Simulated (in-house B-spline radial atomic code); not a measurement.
Ionising Ga IX (Ga8+) with different functionals

Computed with a radial B-spline atomic code at the basis-set limit: non-relativistic Hamiltonian, point nucleus, spin-polarised at highest spin, spherical fractional occupations for the functionals, and exact exchange of hybrids averaged over the configuration. The ionisation energy is the difference of two self-consistent energies, [Ar] 3d5 → [Ar] 3d4, without Breit or QED terms; ε is the level of the shell that loses the electron (its least bound occupied spin orbital). There is no spin-orbit coupling in this Hamiltonian.

| method | rung | ΔSCF (eV) | -ε(3d) (eV) |
| --- | --- | --- | --- |
| PBE0 | global hybrid | 212.38 | 200.53 |
| B3LYP | global hybrid | 212.35 | 199.54 |
| TPSSh | global hybrid | 212.17 | 197.51 |
| M06-2X | global hybrid | 212.06 | 205.61 |
| BHandHLYP | global hybrid | 212.46 | 205.33 |
| r2SCAN0 | global hybrid | 213.31 | 201.57 |
| B97-1 | global hybrid | 212.28 | 199.66 |
| HSE06 | range-separated hybrid | 212.28 | 200.02 |
| wB97X | range-separated hybrid | 211.90 | 202.07 |
| CAM-B3LYP | range-separated hybrid | 212.29 | 201.54 |
| LC-wPBE | range-separated hybrid | 212.08 | 201.36 |

Task: Among the functionals, which spreads more, the ΔSCF values or the orbital energies?

Result: The orbital energies: ΔSCF values span about 1.40 eV and the orbital energies 8.09 eV; here energy differences depend much less on the functional than eigenvalues do.

Task: How do they compare with the NIST value?

Result: NIST lists 211 eV ± 2.2 (tabulated theory, ground level to ground level). Errors run from +0.90 to +2.31 eV; all lie within about twice that uncertainty, so the table can't rank the methods.
